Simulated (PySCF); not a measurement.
Predicted microwave data (PBE0/def2-SVPD in PySCF (dipole) on a GFN2-xTB geometry, gas phase) for one isomer of C4H7ClO2:

| Item | Value |
| --- | --- |
| Rotational constants | A = 8513, B = 802.4, C = 743.5 MHz |
| Dipole components | \|μa\| = 2.42 D, \|μb\| = 1.07 D, \|μc\| = 0.00 D |
| Inertial defect | -9.49 u·Å² |
| κ | -0.98 |

Problem. Which candidate fits, each taken in the one conformer that was computed?
A. `[CH3:1][O:2][C:3](=[O:4])[CH2:5][CH2:6][Cl:7]` with C1–O2–C3–O4 0°, O2–C3–C5–C6 180°, C3–C5–C6–Cl7 180°
B. `[O:1]=[C:2]([OH:3])[CH2:4][CH2:5][CH2:6][Cl:7]` with O1–C2–O3–H -1°, O1–C2–C4–C5 4°, C2–C4–C5–C6 68°, C4–C5–C6–Cl7 64° (4-chlorobutyric acid)

Solution. A. It is COC(=O)CCCl, a near-prolate asymmetric top, point group Cs. The candidates at the same level (rigid rotor, commonest isotopes):

```tsv
SMILES	A (MHz)	B (MHz)	C (MHz)	μa (D)	μb (D)	μc (D)	Δ (u·Å²)	point group	rotor
COC(=O)CCCl	8513	802.4	743.5	2.42	1.07	0.00	-9.49	Cs	near-prolate asymmetric top
O=C(O)CCCCl	4066	1103	1044	1.29	0.42	1.14	-98.22	C1	near-prolate asymmetric top
```

`O=C(O)CCCCl` has A 52 % too low. In the right answer the mirror of this Cs structure is the ab plane, so μc vanishes by symmetry. No structure here is proved a minimum.
